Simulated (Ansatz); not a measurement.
Cost and result for the atomization energy of `[AlH3-][SeH2+]` (7 atoms, 6 bonds).

Cartesian coordinates in Å:
```
Al 0.3408 -0.9280 -0.5969
Se -0.4586 0.7861 1.2843
H 1.7015 -1.3166 0.1410
H -0.9203 -1.8939 -0.4431
H 0.4004 0.0632 -1.8454
H 0.4719 1.8729 0.9508
H -1.5358 1.4164 0.5094
```

The species carries charge 0 and has multiplicity 1. Correlated methods include outer-core shells of Se, which these sets cover unevenly. Scalar relativity is left out up to krypton. All single points use the PBE0-D4/def2-TZVP geometry. Program: Ansatz. All runs use 2 threads of a server CPU on a shared host. Times are those of one run each, without the atoms' runs, and a repeat can differ threefold. Electronic energies, without spin–orbit coupling; frozen cores. CCSD(T)/CBS adds CCSD(T) − MP2 in def2-TZVPP to the MP2 limit, and its time is that of the two runs behind it. T1 = 0.009. With those shells the extrapolation isn't a true limit. HSE06 is the plane-wave form, built on full-range PBE exchange.

CCSD(T)/CBS is a level of theory with its own doubt, some kJ/mol a heavy atom from the limit and from the frozen cores, so smaller differences don't rank the functionals.

| level | functions | wall time |
| --- | --- | --- |
| revPBE-D4/def2-TZVPP | 160 | 1 s |
| PBE0-D4/def2-TZVPP | 160 | 1.2 s |
| PBE-D4/def2-TZVPP (with forces) | 160 | 1.2 s |
| CAM-B3LYP-D4/def2-TZVPP | 160 | 1.5 s |
| CCSD(T)/def2-SVP | 75 | 1.5 s |
| HSE06-D4/def2-TZVPP | 160 | 1.6 s |
| PBE-QIDH/def2-TZVPP | 160 | 2.8 s |
| r2SCANh-D4/def2-TZVPP | 160 | 2.9 s |
| ωB97X-V/def2-TZVPP | 160 | 4.2 s |
| ωB97M-V/def2-TZVPP (with forces) | 160 | 4.6 s |
| MP2/def2-QZVPP | 309 | 8.5 s |
| CCSD(T)/def2-TZVPP | 160 | 13 s |
| CCSD(T)/CBS(def2) | – | 21 s |

(1) What atomization energy does each give, and how far from CCSD(T)/CBS? (Best estimate.)

## Answers

(1) Ansatz gave: 
```
                           level  atomization (kJ/mol)  difference from CCSD(T)/CBS  per bond
            revPBE-D4/def2-TZVPP                1583.6                        -66.2     -11.0
              PBE0-D4/def2-TZVPP                1597.5                        -52.3      -8.7
 PBE-D4/def2-TZVPP (with forces)                1603.4                        -46.4      -7.7
         CAM-B3LYP-D4/def2-TZVPP                1635.4                        -14.4      -2.4
                CCSD(T)/def2-SVP                1542.8                       -107.0     -17.8
             HSE06-D4/def2-TZVPP                1597.2                        -52.6      -8.8
             PBE-QIDH/def2-TZVPP                1596.2                        -53.6      -8.9
           r2SCANh-D4/def2-TZVPP                1628.9                        -20.9      -3.5
              ωB97X-V/def2-TZVPP                1644.9                         -4.9      -0.8
ωB97M-V/def2-TZVPP (with forces)                1630.0                        -19.8      -3.3
                  MP2/def2-QZVPP                1594.4                        -55.4      -9.2
              CCSD(T)/def2-TZVPP                1608.7                        -41.1      -6.9
               CCSD(T)/CBS(def2)                1649.8                          0.0       0.0
```

The D4 term adds +17.7 kJ/mol with B3LYP and +9.2 kJ/mol with PBE0; it sums over pairs of atoms, weighted by their polarisabilities, and B3LYP, whose exchange is more repulsive, gets the larger term. In def2-TZVPP, CCSD(T) changes the Hartree–Fock value by +409.8 kJ/mol (the triples alone add +13.3 kJ/mol) and MP2 by +371.5 kJ/mol; breaking electron pairs costs correlation energy, which Hartree–Fock lacks. From r2SCAN to r2SCAN0 (25 % exact exchange), in def2-TZVPP and without D4, the atomization energy moves by −15.0 kJ/mol: exact exchange takes away binding that semilocal exchange gives to molecules.

B3LYP here is the variant with VWN-RPA as its local correlation; programs differ in this.
